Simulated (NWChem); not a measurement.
All runs are NWChem calculations. System: C₂H₂F₂OSi, charge 0, spin multiplicity 1, at a geometry optimised with PBE0/def2-SVP. The structure started from a generated list of species. Level: PBE/def2-SVP.

NWChem printed:

```
             Northwest Computational Chemistry Package (NWChem) 7.3.0
             --------------------------------------------------------

                                NWChem Input Module
                                -------------------

 Scaling coordinates for geometry "geometry" by  1.889725989
 (inverse scale =  0.529177249)

                             Geometry "geometry" -> ""
                             -------------------------

 Output coordinates in angstroms (scale by  1.889725989 to convert to a.u.)

  No.       Tag          Charge          X              Y              Z
 ---- ---------------- ---------- -------------- -------------- --------------
    1 F                    9.0000     2.09388300    -0.31356900     0.95156300
    2 C                    6.0000     0.98732600     0.08084800     0.34972500
    3 C                    6.0000     0.75637900     1.17025400    -0.41047500
    4 O                    8.0000    -0.58171000     1.17027800    -0.78559600
    5 Si                  14.0000    -0.82978300    -0.20559800     0.21038900
    6 F                    9.0000    -1.40773800    -1.46721600    -0.60651800
    7 H                    1.0000     1.38426100     2.00333800    -0.74151400
    8 H                    1.0000    -1.75115600     0.03326800     1.33993100

 Effective nuclear repulsion energy (a.u.)     296.0579719801

            Nuclear Dipole moment (a.u.)
            ----------------------------
        X                 Y               Z
 ---------------- ---------------- ----------------
    -0.0000037795     0.0000094486    -0.0000000000


 Summary of "ao basis" -> "" (spherical)
 ------------------------------------------------------------------------------
       Tag                 Description            Shells   Functions and Types
 ---------------- ------------------------------  ------  ---------------------
 *                          def2-svp                  on all atoms

  pbe96 is a nonlocal functional; adding pw91lda local functional.

                                 NWChem DFT Module
                                 -----------------

 Summary of "ao basis" -> "ao basis" (spherical)
 ------------------------------------------------------------------------------
       Tag                 Description            Shells   Functions and Types
 ---------------- ------------------------------  ------  ---------------------
 F                          def2-svp                 6       14   3s2p1d
 C                          def2-svp                 6       14   3s2p1d
 O                          def2-svp                 6       14   3s2p1d
 Si                         def2-svp                 8       18   4s3p1d
 H                          def2-svp                 3        5   2s1p

 Summary of "ao basis" -> "ao basis" (spherical)
 ------------------------------------------------------------------------------
       Tag                 Description            Shells   Functions and Types
 ---------------- ------------------------------  ------  ---------------------
 F                          def2-svp                 6       14   3s2p1d
 C                          def2-svp                 6       14   3s2p1d
 O                          def2-svp                 6       14   3s2p1d
 Si                         def2-svp                 8       18   4s3p1d
 H                          def2-svp                 3        5   2s1p

            General Information
            -------------------
          SCF calculation type: DFT
          Wavefunction type:  closed shell.
          No. of atoms     :     8
          No. of electrons :    54
           Alpha electrons :    27
            Beta electrons :    27
          Charge           :     0
          Spin multiplicity:     1
          Use of symmetry is: off; symmetry adaption is: off
          Maximum number of iterations: 100
          AO basis - number of functions:    98
                     number of shells:    44
          Convergence on energy requested:  1.00D-06
          Convergence on density requested:  1.00D-05
          Convergence on gradient requested:  5.00D-04

              XC Information
              --------------
[...]
      -------------------------------
          Density screening/tol_rho:  1.00D-10
          AO Gaussian exp screening on grid/accAOfunc:  14
          CD Gaussian exp screening on grid/accCDfunc:  20
          XC Gaussian exp screening on grid/accXCfunc:  20
          Schwarz screening/accCoul:  1.00D-08

      Superposition of Atomic Density Guess
      -------------------------------------

 Sum of atomic energies:        -638.26290002

      Non-variational initial energy
      ------------------------------

 Total energy =    -640.629373
 1-e energy   =   -1472.889731
 2-e energy   =     536.202385
 HOMO         =      -0.254189
 LUMO         =       0.030378

------------------------------------------------------------
EAF file 0: "./mol.aoints.0" size=524288 bytes
------------------------------------------------------------
               write      read    awrite     aread      wait
               -----      ----    ------     -----      ----
     calls:        1         0         0         0         0
   data(b): 5.24e+05  0.00e+00  0.00e+00  0.00e+00
   time(s): 0.00e+00  0.00e+00  0.00e+00  0.00e+00  0.00e+00
rate(mb/s): 0.00e+00  0.00e+00
------------------------------------------------------------

   convergence    iter        energy       DeltaE   RMS-Dens  Diis-err    time
 ---------------- ----- ----------------- --------- --------- ---------  ------
 d= 0,ls=0.0,diis     1   -640.8320676470 -9.37D+02  2.51D-02  1.19D+00     1.7
 d= 0,ls=0.0,diis     2   -640.4303607792  4.02D-01  1.56D-02  5.60D+00     2.1
 d= 0,ls=0.0,diis     3   -640.9509493461 -5.21D-01  6.21D-03  1.54D-01     2.6
 d= 0,ls=0.0,diis     4   -640.9433461402  7.60D-03  3.72D-03  2.15D-01     3.1
 d= 0,ls=0.0,diis     5   -640.9694075390 -2.61D-02  7.09D-04  4.56D-03     3.5
  Resetting Diis
 d= 0,ls=0.0,diis     6   -640.9698495944 -4.42D-04  1.89D-04  7.02D-04     4.0
 d= 0,ls=0.0,diis     7   -640.9699180893 -6.85D-05  1.21D-04  4.81D-05     4.5
 d= 0,ls=0.0,diis     8   -640.9699093311  8.76D-06  7.54D-05  1.56D-04     5.0
 d= 0,ls=0.0,diis     9   -640.9699222390 -1.29D-05  1.06D-05  1.24D-06     5.5
 d= 0,ls=0.0,diis    10   -640.9699223695 -1.31D-07  2.98D-06  1.06D-07     5.9

         Total DFT energy =     -640.969922369530
      One electron energy =    -1475.226816339971
           Coulomb energy =      599.748682324080
    Exchange-Corr. energy =      -61.549760333732
 Nuclear repulsion energy =      296.057971980093

 Numeric. integr. density =       54.000004389243

     Total iterative time =      5.7s

                       DFT Final Molecular Orbital Analysis
                       ------------------------------------

 Vector   25  Occ=2.000000D+00  E=-3.185575D-01
              MO Center= -3.9D-01,  9.3D-01, -5.8D-01, r^2= 2.1D+00
   Bfn.  Coefficient  Atom+Function         Bfn.  Coefficient  Atom+Function
  ----- ------------  ---------------      ----- ------------  ---------------
    47      0.437672  4 O  py                48     -0.287832  4 O  pz
    50      0.283557  4 O  py                51     -0.188668  4 O  pz
    16      0.184747  2 C  s                 17      0.164105  2 C  s
    44      0.139514  4 O  s                 89     -0.137336  7 H  s
    66      0.135258  5 Si pz                 4     -0.127730  1 F  px

 Vector   26  Occ=2.000000D+00  E=-2.791384D-01
              MO Center=  4.8D-01, -4.2D-02,  4.5D-01, r^2= 3.2D+00
   Bfn.  Coefficient  Atom+Function         Bfn.  Coefficient  Atom+Function
  ----- ------------  ---------------      ----- ------------  ---------------
    17     -0.255363  2 C  s                  5      0.251474  1 F  py
    64     -0.237398  5 Si px                19      0.234184  2 C  py
     4      0.225426  1 F  px                18      0.222034  2 C  px
    33     -0.211605  3 C  py                31      0.209095  3 C  s
    94      0.204945  8 H  s                 78     -0.189959  6 F  px

 Vector   27  Occ=2.000000D+00  E=-2.045211D-01
              MO Center=  5.1D-01,  6.0D-01, -1.3D-01, r^2= 2.3D+00
   Bfn.  Coefficient  Atom+Function         Bfn.  Coefficient  Atom+Function
  ----- ------------  ---------------      ----- ------------  ---------------
    48     -0.319862  4 O  pz                20      0.300166  2 C  pz
    51     -0.263617  4 O  pz                34      0.244854  3 C  pz
    47     -0.237727  4 O  py                19      0.221157  2 C  py
    23      0.212283  2 C  pz                 6      0.210630  1 F  pz
    50     -0.192121  4 O  py                 9     -0.166886  1 F  pz

 Vector   28  Occ=0.000000D+00  E=-5.296423D-02
              MO Center=  3.8D-01,  4.8D-01, -4.0D-02, r^2= 2.9D+00
   Bfn.  Coefficient  Atom+Function         Bfn.  Coefficient  Atom+Function
  ----- ------------  ---------------      ----- ------------  ---------------
    37      0.458310  3 C  pz                34      0.386853  3 C  pz
    69     -0.363528  5 Si pz                68     -0.341203  5 Si py
    23     -0.272437  2 C  pz                20     -0.267071  2 C  pz
    95      0.265015  8 H  s                 33      0.242853  3 C  py
    36      0.239138  3 C  py                22     -0.232218  2 C  py

 Vector   29  Occ=0.000000D+00  E=-2.177769D-02
              MO Center= -5.6D-01, -3.4D-01,  4.3D-01, r^2= 3.4D+00
   Bfn.  Coefficient  Atom+Function         Bfn.  Coefficient  Atom+Function
  ----- ------------  ---------------      ----- ------------  ---------------
    17      0.736177  2 C  s                 68      0.596888  5 Si py
    69     -0.501530  5 Si pz                60     -0.490161  5 Si s
    31     -0.455703  3 C  s                 45     -0.419148  4 O  s
    67     -0.400143  5 Si px                21     -0.374824  2 C  px
    95      0.243512  8 H  s                 65      0.236230  5 Si py

 Vector   30  Occ=0.000000D+00  E= 2.248772D-02
              MO Center= -1.1D+00, -2.6D-02,  1.4D-01, r^2= 4.2D+00
   Bfn.  Coefficient  Atom+Function         Bfn.  Coefficient  Atom+Function
  ----- ------------  ---------------      ----- ------------  ---------------
    95     -0.956195  8 H  s                 60      0.932759  5 Si s
    67     -0.714517  5 Si px                90     -0.470559  7 H  s
    59      0.452896  5 Si s                 77     -0.413108  6 F  s
    31      0.390123  3 C  s                 45     -0.289155  4 O  s
    58      0.262091  5 Si s                 94     -0.212321  8 H  s

 center of mass
 --------------
 x =   0.01874551 y =  -0.06649669 z =  -0.00437669

 moments of inertia (a.u.)
 ------------------
         455.071583374677        -125.002224151051        -191.127492218617
        -125.002224151051         751.169003266981          41.294254299028
        -191.127492218617          41.294254299028         912.315263115548

     Multipole analysis of the density
     ---------------------------------

     L   x y z        total         alpha         beta         nuclear
     -   - - -        -----         -----         ----         -------
     0   0 0 0     -0.000000    -27.000000    -27.000000     54.000000

     1   1 0 0      0.036072      0.018038      0.018038     -0.000004
     1   0 1 0      0.242730      0.121360      0.121360      0.000009
     1   0 0 1      0.349852      0.174926      0.174926     -0.000000

     2   2 0 0    -29.577714   -164.604928   -164.604928    299.632141
     2   1 1 0      1.421834    -31.655413    -31.655413     64.732660
     2   1 0 1     -2.324785    -43.415907    -43.415907     84.507030
     2   0 2 0    -29.277795    -93.342087    -93.342087    157.406380
     2   0 1 1     -0.616683     11.816015     11.816015    -24.248713
     2   0 0 2    -29.575805    -52.475212    -52.475212     75.374619

 Task  times  cpu:        5.9s     wall:        5.9s

 Total times  cpu:        6.0s     wall:        6.0s
```

Problem. Write an NWChem input that would produce this output.

Solution. Several could match; the one computed here: 
```
start mol
memory heap 200 mb stack 800 mb global 1000 mb
geometry units angstroms nocenter noautoz noautosym
  F      2.093883    -0.313569     0.951563
  C      0.987326     0.080848     0.349725
  C      0.756379     1.170254    -0.410475
  O     -0.581710     1.170278    -0.785596
  Si    -0.829783    -0.205598     0.210389
  F     -1.407738    -1.467216    -0.606518
  H      1.384261     2.003338    -0.741514
  H     -1.751156     0.033268     1.339931
end
basis spherical
  * library def2-svp
end
dft
  xc xpbe96 cpbe96
  semidirect memsize 60000000 filesize 0
  iterations 100
end
task dft energy
```
